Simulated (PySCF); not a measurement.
# How methods differ on the fine-structure interval of Ni+

Ni+ [Ar] 3d9 [3d3/2^4 3d5/2^5, M_J = 5/2] → Ni+ [Ar] 3d9 [3d3/2^3 3d5/2^6, M_J = 3/2], as a difference of total energies. Calculation: PySCF 2.14, in x2c-SVPall-2c with one added diffuse shell each of s, d type (6s5p4d1f, 48 functions); the two-component X2C-1e Hamiltonian. Correlated levels: [Ne] frozen; the 6 highest virtual spinors dropped. "Screened" scales the spin-orbit matrix elements by Boettger's factors to mimic the two-electron term; Breit and QED terms are absent.

```csv
method,fine-structure interval (cm⁻¹),error (cm⁻¹)
GHF (screened spin-orbit),1728.2,+221
GMP2 (screened spin-orbit),1787.3,+280
GHF (bare spin-orbit),2646.5,+1140
```

Reference: 1506.9 cm⁻¹ (measured; NIST Handbook of Basic Atomic Spectroscopic Data (Sansonetti and Martin, J. Phys. Chem. Ref. Data 34, 1559 (2005))).

Errors of the correlated levels include the incompleteness of this basis and the frozen core.
